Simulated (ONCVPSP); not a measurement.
# Ranking ONCV potentials for hydrogen (H)

All share these settings but for the change named:

```json
{"Element": "hydrogen (H)", "Generator": "ONCVPSP 4.0.1", "Type": "optimised norm-conserving Vanderbilt (ONCV)", "Functional": "PW91", "Relativity": "scalar-relativistic", "Frozen core": "none", "Valence charge": "1", "Reference configuration": "1s1", "Partial waves": "1s: rc 1.20 bohr, ncon 4, nbas 7, qcut 4.3 1/bohr, 2 projectors, debl 0.5 Ha; p scattering state at 0.1 Ha: rc 1.10 bohr, ncon 5, nbas 8, qcut 8 1/bohr, 2 projectors, debl 3.4 Ha", "Local potential": "polynomial inside 0.75 bohr (lpopt 4, dvloc0 6 Ha)", "Core correction": "none"}
```

Cutoff: the first of the cutoffs (Ha) at which the residual kinetic energy of the hardest occupied pseudo-wave falls to 1 and 0.1 mHa per electron; the density cutoff is not measured.

The base gives 23 Ha.

Of 7 variants that were run, those that failed, showed a ghost or another fault, or gave nearly equal values are left out.

A variant can come out equal or close to the base.

Q: Rank these variants from softest to hardest (loose cutoff).
A. all radii scaled by about 0.87 (s 1.04, p 0.96 bohr); local potential polynomial inside 0.66 bohr (lpopt 4, dvloc0 6 Ha)
B. all radii scaled by about 1.30 (s 1.56, p 1.44 bohr); local potential polynomial inside 0.98 bohr (lpopt 4, dvloc0 6 Ha)
C. all radii scaled by about 0.97 (s 1.16, p 1.06 bohr); local potential polynomial inside 0.72 bohr (lpopt 4, dvloc0 6 Ha)
D. all radii scaled by about 0.79 (s 0.94, p 0.88 bohr); local potential polynomial inside 0.60 bohr (lpopt 4, dvloc0 6 Ha)
E. all radii scaled by about 1.15 (s 1.38, p 1.26 bohr); local potential polynomial inside 0.86 bohr (lpopt 4, dvloc0 6 Ha)

A: B (9 Ha), E (12 Ha), C (26 Ha), A (34 Ha), D (40 Ha).
